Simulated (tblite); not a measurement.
Compound: C4H9BN2O.
SMILES with atom numbers: `[CH2:1]=[N:2][CH2:3][B@@H-:4]([OH:5])[N+:6]#[C:7][CH3:8]` (hydrogens: H9, H10 on C1; H11, H12 on C3; H13 on B4; H14 on O5; H15, H16, H17 on C8)
Bond orders are those of one Lewis drawing.

Computed with GFN2-xTB (tblite), gas phase: L-BFGS steps from a force-field or distance-geometry start until the largest atomic force falls under 0.01 eV/Å.

Step 13: E = -659.5675 eV
```
atom  x, y, z in Å  |  force x, y, z in eV/Å
C1      3.6617    0.0493    0.2135   -0.028  -0.009  -0.007
N2      2.5902   -0.5525   -0.0046   -0.026  -0.026  -0.042
C3      1.3133    0.1114    0.1361   -0.005  -0.004  -0.022
B4      0.1099   -0.9691   -0.1889    0.096  -0.031   0.016
O5     -0.0697   -1.9265    0.8563   -0.073   0.044   0.099
N6     -1.1945   -0.1155   -0.2164    0.015   0.044  -0.011
C7     -2.2043    0.4235   -0.1370    0.107  -0.031  -0.012
C8     -3.4482    1.1196   -0.1007   -0.043   0.031  -0.007
H9      4.5841   -0.5060    0.1006    0.015   0.068   0.002
H10     3.7538    1.1057    0.5106    0.007  -0.026   0.028
H11     1.2774    0.9688   -0.5521   -0.020  -0.032   0.013
H12     1.2362    0.5290    1.1493   -0.050  -0.078  -0.038
H13     0.1469   -1.3797   -1.3132    0.023  -0.035   0.007
H14    -0.4612   -2.7462    0.5608    0.050   0.051  -0.055
H15    -4.1157    0.6591    0.6233   -0.017  -0.056   0.067
H16    -3.2782    2.1569    0.1776    0.008   0.091   0.041
H17    -3.9086    1.0842   -1.0855   -0.059  -0.001  -0.080
```

Step 14: E = -659.5705 eV
```
atom  x, y, z in Å  |  force x, y, z in eV/Å
C1      3.6621    0.0491    0.2133    0.003   0.009  -0.002
N2      2.5917   -0.5530   -0.0085   -0.040  -0.023  -0.043
C3      1.3127    0.1093    0.1336    0.028  -0.006  -0.007
B4      0.1089   -0.9660   -0.1893    0.049  -0.094   0.067
O5     -0.0810   -1.9207    0.8603   -0.079   0.032   0.071
N6     -1.1918   -0.1086   -0.2224    0.063   0.015  -0.010
C7     -2.2028    0.4267   -0.1401    0.099  -0.027  -0.008
C8     -3.4470    1.1195   -0.1008   -0.054   0.038  -0.001
H9      4.5894   -0.4993    0.1002   -0.021   0.043  -0.005
H10     3.7545    1.1039    0.5147   -0.013  -0.007   0.033
H11     1.2740    0.9671   -0.5540   -0.005  -0.025   0.036
H12     1.2310    0.5192    1.1493   -0.021  -0.045  -0.046
H13     0.1439   -1.3836   -1.3067    0.035  -0.057  -0.068
H14    -0.4544   -2.7481    0.5603    0.062   0.093  -0.040
H15    -4.1114    0.6579    0.6237   -0.041  -0.077   0.090
H16    -3.2782    2.1555    0.1800    0.009   0.122   0.036
H17    -3.9087    1.0831   -1.0840   -0.073   0.008  -0.103
```

Step 15: E = -659.5741 eV
```
atom  x, y, z in Å  |  force x, y, z in eV/Å
C1      3.6622    0.0494    0.2129    0.034   0.027   0.003
N2      2.5935   -0.5537   -0.0144   -0.028  -0.011  -0.038
C3      1.3124    0.1058    0.1301    0.054  -0.021   0.008
B4      0.1087   -0.9643   -0.1891   -0.022  -0.138   0.093
O5     -0.0990   -1.9120    0.8673   -0.077   0.004   0.019
N6     -1.1866   -0.0990   -0.2313    0.093  -0.012  -0.008
C7     -2.1995    0.4309   -0.1442    0.052   0.001  -0.006
C8     -3.4460    1.1199   -0.1008   -0.044   0.033   0.007
H9      4.5953   -0.4896    0.0996   -0.053   0.003  -0.017
H10     3.7555    1.1017    0.5212   -0.046   0.014   0.037
H11     1.2699    0.9648   -0.5552    0.010  -0.011   0.050
H12     1.2248    0.5060    1.1484    0.015  -0.002  -0.037
H13     0.1393   -1.3900   -1.3005    0.055  -0.083  -0.118
H14    -0.4439   -2.7501    0.5598    0.070   0.139  -0.011
H15    -4.1060    0.6548    0.6259   -0.040  -0.074   0.079
H16    -3.2778    2.1556    0.1835   -0.004   0.108   0.016
H17    -3.9099    1.0816   -1.0836   -0.069   0.023  -0.078
```

Question: Estimate the geometry and energy of step 16. (The exact step hangs on the optimiser's Hessian estimate; all steps are aligned on step 15, rigid shifts and turns removed.)

Answer: E = -659.5775 eV, largest force 0.162 eV/Å
```
atom  x, y, z in Å  |  force x, y, z in eV/Å
C1      3.6623    0.0505    0.2127    0.042   0.037   0.004
N2      2.5955   -0.5541   -0.0208    0.007   0.007  -0.027
C3      1.3128    0.1017    0.1269    0.051  -0.046   0.015
B4      0.1084   -0.9657   -0.1883   -0.072  -0.128   0.063
O5     -0.1195   -1.9030    0.8750   -0.055  -0.011  -0.027
N6     -1.1800   -0.0891   -0.2408    0.079  -0.022  -0.004
C7     -2.1953    0.4351   -0.1484   -0.008   0.037  -0.010
C8     -3.4455    1.1207   -0.1006   -0.015   0.016   0.015
H9      4.5998   -0.4801    0.0984   -0.060  -0.036  -0.029
H10     3.7561    1.1002    0.5286   -0.079   0.029   0.041
H11     1.2664    0.9626   -0.5548    0.018  -0.001   0.050
H12     1.2199    0.4936    1.1469    0.046   0.034  -0.014
H13     0.1345   -1.3976   -1.2973    0.073  -0.098  -0.107
H14    -0.4322   -2.7510    0.5600    0.059   0.142   0.016
H15    -4.1010    0.6504    0.6294   -0.013  -0.046   0.036
H16    -3.2773    2.1573    0.1872   -0.027   0.052  -0.011
H17    -3.9119    1.0806   -1.0843   -0.046   0.036  -0.013
```

The energy changes by -0.0033 eV. The first-order estimate −F·Δx gives -0.0047 eV and the mean of the old and new forces, exact on a quadratic surface, -0.0033 eV. The step makes an angle of 72° with the force vector and moves no atom by more than 0.024 Å.

What follows is the cost of the whole relaxation. The run took 1.4 s of wall time on an Arm Neoverse N1 with one thread, no GPU, shared host with 64 logical CPUs at a one-minute load of 60.
